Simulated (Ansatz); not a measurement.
`[GaH2][BH][SiH2]I`, charge 0, multiplicity 1.

Give a relaxed structure at PBE0-D4/def2-TZVP (the Gaussian-basis code of Ansatz). (An estimate is asked.)

The calculation gave: 
Cartesian coordinates in Å:
```
Ga -0.976 0.862 -1.440
B 0.341 -0.429 -0.509
Si 0.295 -0.799 1.407
I 2.036 0.935 0.890
H -2.152 0.265 -2.311
H -0.919 2.431 -1.322
H 1.083 -1.141 -1.121
H 0.967 -1.946 2.066
H -0.676 -0.178 2.340
```
This is one stationary point; other conformers may exist.
